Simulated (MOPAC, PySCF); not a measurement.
CH$_{8}$Si$_{3}$, SMILES `[SiH3][Si@@H]1C[SiH2]1`, neutral singlet in the gas phase. 

Cartesian coordinates (Å):
```xyz
12

Si     2.1140    -0.3068    -0.5182
Si     0.1383    -0.4939     0.6836
C     -1.4740    -0.4354    -0.3393
Si    -1.3793     1.1713     0.6500
H      1.8911     0.6914    -1.5986
H      2.5128    -1.5996    -1.1390
H      3.2217     0.1619     0.3558
H      0.1196    -1.4663     1.8059
H     -2.2494    -1.1442    -0.0571
H     -1.3725    -0.3672    -1.4199
H     -1.1473     2.4111    -0.1271
H     -2.3809     1.3368     1.7290
```
Charge 0, multiplicity 1.

All levels are single points at this geometry (PBE0-D3(BJ)/def2-TZVP); Pople sets use spherical d functions. Orbital energies aren't observables, and empty levels follow the basis.

| level | HOMO (eV) | LUMO (eV) | gap (eV) | dipole (D) | vertical IE, Delta-SCF (eV) |
|---|---|---|---|---|---|
| PBE0-D3(BJ)/def2-TZVP in PySCF | -6.67 | -0.49 | 6.18 | 0.45 | – |
| B3LYP/3-21G in PySCF | -6.59 | -0.33 | 6.25 | 0.36 | – |
| B3LYP/6-311+G** in PySCF | -6.50 | -0.67 | 5.83 | 0.32 | – |
| B3LYP/LANL2DZ in PySCF | -6.69 | -0.33 | 6.36 | 0.21 | – |
| M06-2X/6-31G* in PySCF | -7.47 | 0.47 | 7.94 | 0.40 | – |
| SVWN5/6-31G* in PySCF | -5.64 | -1.18 | 4.46 | 0.64 | 8.50 |
| HF/STO-3G in PySCF | -6.04 | 8.68 | 14.71 | 0.88 | – |
| AM1 in MOPAC | -9.60 | -1.22 | 8.38 | 0.37 | – |
| PM7 in MOPAC | -9.66 | -0.84 | 8.82 | 0.27 | – |
